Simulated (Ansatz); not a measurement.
Zr4O15H14, a hydroxylated oxide cluster, relaxed as a singlet with RKS PBE-D4/def2-SVP in Ansatz, starting from the GFN1-xTB geometry. Force threshold 0.03 eV/Å.

In the def2 sets Zr takes a core potential; there is no spin–orbit coupling. Single mean-field runs in def2-SVP are fitted with def2-universal-jkfit.

Start:

```xyz
33

Zr    0.323    0.420    0.350
Zr   -0.054   -1.602   -2.149
Zr   -3.003    0.668   -0.256
Zr    2.855    1.547    2.187
O    -1.410   -1.647   -3.486
O     1.618   -1.863   -3.048
O    -3.584   -0.033   -1.925
O    -0.127   -3.302   -1.276
O    -1.386   -0.908   -0.511
O     1.414   -1.250    0.139
O     0.533    0.377   -1.810
O     2.659   -0.283    2.687
O    -4.133    2.191   -0.116
O    -3.311   -0.310    1.353
O    -1.305    1.761    0.014
O    -0.318    0.000    2.124
O     1.719    1.666    0.682
O     4.648    1.903    1.701
O     2.288    2.694    3.578
H    -1.791   -2.138   -4.217
H     2.108   -2.650   -3.302
H    -3.065   -0.631   -2.488
H     0.345   -3.394   -0.439
H    -1.668   -1.666    0.019
H     2.244   -1.210   -0.352
H     1.348    0.651   -2.245
H     2.280   -1.028    2.200
H    -4.953    2.608   -0.388
H    -2.561   -0.456    1.947
H    -1.333    2.698    0.231
H     0.132   -0.202    2.951
H     5.570    2.132    1.588
H     1.919    3.258    4.257
```

**Question.** Estimate the energy that the relaxation releases and the steps that it takes.

**Answer.** 1.61 eV, in 47 steps; 2.7 min on 2 threads of AMD EPYC 7R13 on a shared host and a share (18 GiB) of an NVIDIA H100 80GB HBM3. No frequencies were taken in this run, so the end may be a saddle point.

**Question.** Does the start keep its bonding and symmetry?

**Answer.** By distances, no bond broke or formed. The bond that changes most is Zr3–O15, from 2.04 to 2.14 Å (atoms count from 1).

**Question.** Predict the relaxed structure.

**Answer.** 
| atom | x (Å) | y (Å) | z (Å) |
| --- | --- | --- | --- |
| Zr1 | 0.218 | 0.426 | 0.805 |
| Zr2 | -0.002 | -1.702 | -1.849 |
| Zr3 | -3.147 | 0.655 | -0.528 |
| Zr4 | 3.322 | 1.703 | 1.965 |
| O5 | -1.268 | -1.588 | -3.385 |
| O6 | 1.794 | -1.905 | -2.604 |
| O7 | -3.023 | 0.284 | -2.419 |
| O8 | -0.331 | -3.479 | -1.110 |
| O9 | -1.412 | -0.886 | -0.208 |
| O10 | 1.418 | -1.259 | 0.452 |
| O11 | 0.329 | 0.398 | -1.433 |
| O12 | 3.484 | -0.236 | 2.154 |
| O13 | -4.375 | 2.155 | -0.418 |
| O14 | -4.049 | -0.767 | 0.517 |
| O15 | -1.538 | 1.685 | 0.436 |
| O16 | -0.279 | -0.091 | 2.610 |
| O17 | 1.579 | 1.823 | 1.036 |
| O18 | 4.732 | 2.394 | 0.814 |
| O19 | 3.260 | 2.583 | 3.699 |
| H20 | -1.580 | -2.206 | -4.066 |
| H21 | 2.562 | -2.462 | -2.792 |
| H22 | -2.491 | -0.377 | -2.937 |
| H23 | -0.147 | -4.078 | -0.371 |
| H24 | -1.844 | -1.584 | 0.327 |
| H25 | 2.175 | -1.191 | -0.163 |
| H26 | 0.976 | 0.930 | -1.929 |
| H27 | 2.863 | -0.927 | 1.829 |
| H28 | -4.990 | 2.893 | -0.516 |
| H29 | -4.954 | -0.858 | 0.854 |
| H30 | -1.604 | 2.618 | 0.702 |
| H31 | -0.554 | -0.449 | 3.464 |
| H32 | 5.562 | 2.698 | 0.425 |
| H33 | 3.315 | 2.801 | 4.638 |
Bond lengths (bridged metal pairs left out): 21 × O–Zr 1.93 to 2.74 Å; 14 × H–O 0.97 to 0.99 Å.
